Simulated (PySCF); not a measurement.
Compound: C9H10O.
Structure used (PBE0-D3(BJ)/def2-SVP), in Å, numbered top down from 1:
```
atom  x, y, z in Å
C1     3.7295    0.0283    0.3311
O2     2.9716    1.2065    0.2907
C3     1.6484    1.0991    0.1190
C4     0.9275   -0.0297   -0.0172
C5    -0.5233   -0.0943   -0.2009
C6    -1.3460    1.0401   -0.3275
C7    -2.7198    0.9148   -0.4967
C8    -3.3170   -0.3459   -0.5486
C9    -2.5185   -1.4812   -0.4290
C10   -1.1428   -1.3541   -0.2583
H11    4.7767    0.3261    0.4670
H12    3.6329   -0.5452   -0.6078
H13    3.4242   -0.6196    1.1719
H14    1.1891    2.0910    0.1059
H15    1.4369   -0.9959    0.0143
H16   -0.9082    2.0403   -0.2976
H17   -3.3336    1.8140   -0.5922
H18   -4.3969   -0.4400   -0.6835
H19   -2.9693   -2.4759   -0.4690
H20   -0.5252   -2.2518   -0.1648
```

The calculation used PBE0-D3(BJ)/def2-SVP geometry optimisation, gas phase (PySCF 2.14.0).

Masses are those of the commonest isotopes; rigid-rotor values at the optimised geometry. The values belong to one conformer with, in the numbering `[CH3:1][O:2]/[CH:3]=[CH:4]/[c:5]1[cH:6][cH:7][cH:8][cH:9][cH:10]1`, C1–O2–C3–C4 0°, C3–C4–C5–C6 3°.

Task: What are A, B and C (GHz)?

Result: Ia = 116.42, Ib = 813.88, Ic = 926.91 u·Å²; 505379 MHz·u·Å²/I gives 4341, 620.9 and 545.2 MHz, that is A = 4.3411, B = 0.6209, C = 0.5452 GHz.

Task: Classify the top.

Result: A near-prolate asymmetric top. Ray's parameter κ = (2B − A − C)/(A − C) = -0.960; −1 is the prolate and +1 the oblate limit.

Task: Is it planar, by Δ = Ic − Ia − Ib?

Result: Not planar: Δ = Ic − Ia − Ib = -3.39 u·Å². For a rigid frame Δ = −2 Σ m c², so Σ m c² = 1.70 u·Å² lies off the ab plane: 1.64 from hydrogen and 0.06 from heavier atoms. The atom farthest from that plane is 0.95 Å away.

Task: Give the other two planar moments, Paa and Pbb, and the rms extents of the mass along the axes.

Result: Paa = Σ m a² = (Ib + Ic − Ia)/2 = 812.18 and Pbb = Σ m b² = (Ia + Ic − Ib)/2 = 114.72 u·Å². With the mass M = 134.07 u, the rms extents √(P/M) along a, b and c are 2.46, 0.93, 0.11 Å.

Task: Which types of transition are allowed, and where do some lines up to J = 2 fall?

Result: The dipole components are |μa| = 1.00 D, |μb| = 0.90 D, |μc| = 0.04 D. The squared components, which scale the intensities, stand as 1.00 : 0.81 : 0.00 (a : b : c). Some lines, for components of 0.1 D or more:

```tsv
type	branch	J(Ka,Kc)	MHz	lower level (cm⁻¹)
a	R	1(0,1) ← 0(0,0)	1166	0.000
a	R	2(1,2) ← 1(1,1)	2257	0.163
a	R	2(0,2) ← 1(0,1)	2331	0.039
a	R	2(1,1) ← 1(1,0)	2408	0.166
b	Q	1(1,0) ← 1(0,1)	3796	0.039
b	Q	2(1,1) ← 2(0,2)	3873	0.117
b	R	1(1,1) ← 0(0,0)	4886	0.000
b	R	2(1,2) ← 1(0,1)	5977	0.039
b	Q	2(2,0) ← 2(1,1)	11161	0.246
b	Q	2(2,1) ← 2(1,2)	11388	0.238
b	R	2(2,1) ← 1(1,0)	13568	0.166
b	R	2(2,0) ← 1(1,1)	13645	0.163
```

Stationary, but not proved a minimum. Constants of a rigid frame at the computed geometry: no zero-point averaging, no centrifugal distortion. A rigid rotor knows nothing of internal rotation, which can split or shift real lines.
